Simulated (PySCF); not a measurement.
# Working out the excitation energy of I

I [Kr] 4d10 5s2 5p5 (2P) → I [Kr] 4d10 5s1 5p6 (2S). All numbers are calculated (PySCF 2.14, a scalar-relativistic core potential, in def2-TZVPPD with the def2 core potential (28 electrons) (7s6p4d2f, 59 functions)). Frozen: nothing. Energies in hartree (1 hartree = 27.21139 eV):

```json
{"part": "UHF", "I (lower)": "-296.658629", "I (upper)": "-296.191299"}
{"part": "MP2 opposite-spin", "I (lower)": "-0.357634", "I (upper)": "-0.424880"}
{"part": "MP2 same-spin", "I (lower)": "-0.199582", "I (upper)": "-0.212094"}
```

Q: What does Hartree-Fock give?

A: (-296.191299) − (-296.658629) = 0.467330 hartree = 12.717 eV.

Q: What do MP2 and SCS-MP2 (6/5 opposite-spin, 1/3 same-spin) give?

A: The opposite-spin parts differ by -1.830 eV and the same-spin parts by -0.340 eV. MP2: 12.717 + (-1.830) + (-0.340) = 10.547 eV. SCS-MP2: 12.717 + 1.2 × (-1.830) + (-0.340)/3 = 10.408 eV.

The upper state lies above the first ionisation limit, where it may autoionise and the basis confines it.
